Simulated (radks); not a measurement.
The numbers below are computed, except where a source is named.
Coulomb parameter of the 3d shell of the copper ion Cu2+ in the model configuration [Ar] 3d7.5 4p1.5, as a second difference U = [E(n + 0.25) + E(n - 0.25) - 2 E(n)] / (0.25)^2 with all orbitals relaxed. "Bare": the charge of the atom changes with n. "Screened": the 4p shell takes up the change at fixed total charge, which measures U(3d,3d) + U(4p,4p) - 2 U(3d,4p). Level of theory: scalar-relativistic Kohn-Sham, PBE, spin-unpolarised, spherical densities, finite nucleus; Fermi nuclear charge, rms radius 3.8823 fm (a radial shooting solver on a logarithmic mesh with Libxc functionals).

| case | configuration | E - E(n) (eV) |
|---|---|---|
| start | [Ar] 3d7.5 4p1.5 | 0.000 |
| bare +0.25 | [Ar] 3d7.75 4p1.5 | -9.995 |
| bare -0.25 | [Ar] 3d7.25 4p1.5 | 11.221 |
| screened +0.25 | [Ar] 3d7.75 4p1.25 | -5.625 |
| screened -0.25 | [Ar] 3d7.25 4p1.75 | 6.044 |

U(bare) = 19.607 eV, U(screened by 4p) = 6.704 eV, against the Slater integral F0(3d,3d) = 29.901 eV with frozen orbitals.
